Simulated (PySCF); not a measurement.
**Bond length, frequency and bond energy of ZnSi⁺ by level of theory**

State: ²Π (doublet), unpaired electrons π ↑. Set-up: PySCF, no relativity, basis sets Zn def2-SVPD, Si def2-SVPD. De refers to Zn + Si⁺ in their high-spin ground configurations, without counterpoise correction. The functionals are run spin-unrestricted. A positive dipole points towards Si; it is taken about the centre of mass and depends on that origin. Levels whose curve was spin-contaminated or gave no clean fit are not listed.

```
      Level  Re (Å)  ωe (cm⁻¹)  De (eV)  μ (D)  CPU s a point (SCF and correlation, without the integrals)
   UHF-CCSD   2.576        233     1.67    n/a                                                         n/a
UHF-CCSD(T)   2.564        241     1.75    n/a                                                         8.5
        PBE   2.505        245     2.24   1.01                                                        0.44
     PBEsol   2.471        257     2.37   0.96                                                        0.31
     revPBE   2.528        238     2.17   0.91                                                        0.31
       TPSS   2.502        247     2.32   0.61                                                         0.6
     r²SCAN   2.478        256     2.31   0.60                                                        0.61
       PBE0   2.520        246     2.13   0.63                                                         0.8
      HSE06   2.519        245     2.11   0.74                                                        0.78
```

Task: Which functional lies closest to UHF-CCSD(T) in De, which farthest, and by how much do they differ from it?

Result: Closest is HSE06 (-4.5 pm in Re, +1.7 % in ωe, +0.36 eV in De against UHF-CCSD(T) in the same basis), farthest PBEsol (-9.3 pm in Re, +6.6 % in ωe, +0.62 eV in De). CCSD(T) converges more slowly with the basis than the functionals do and binds too weakly in this one, so the order can change at the basis-set limit.

Task: What does a quarter of exact exchange do here, going from PBE to PBE0?

Result: PBE0 less PBE: +1.5 pm in Re, +0.4 % in ωe, -0.11 eV in De. Exact exchange removes part of the self-interaction that spreads semilocal densities, and in most molecules shortens and stiffens the bond and lowers De; here Re goes the other way.

Task: What does the step from GGA to meta-GGA do here, going from PBE to r²SCAN?

Result: r²SCAN less PBE: -2.7 pm in Re, +4.5 % in ωe, +0.07 eV in De. 

Correlated steps freeze 10 core orbitals. Correlated levels converge slowly with the basis: in double zeta they bind strong bonds too weakly, by up to about 1 eV, and carry superposition errors of some tenths. For an ion De counts to the pair picked by the measured ionisation energies or electron affinities, which need not be the lowest pair at this level. The state is the lowest determinant that a PBE0 search found; another state may lie lower at other levels.

The whole job (state search and all levels along the bond) took about 2.3 min on 1 thread of Intel Xeon 6975P-C (shared host), peak memory 0.75 GiB.
